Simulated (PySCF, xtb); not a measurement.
HSe, SMILES [SeH] (connectivity only; charge and spin as stated), charge -1, multiplicity 1.

GFN2-xTB in xtb at its own geometry gives an orbital gap of 6.62 eV.

Coordinates come from a PBE0-D3(BJ)/def2-TZVPD optimisation. The spin state was assumed, not searched.

Problem. What does B3LYP/def2-TZVPD (PySCF) give? (The exact figures need the calculation; the answer reports its results.)

Solution. gap 4.17 eV (levels -0.05 and 4.12 eV).
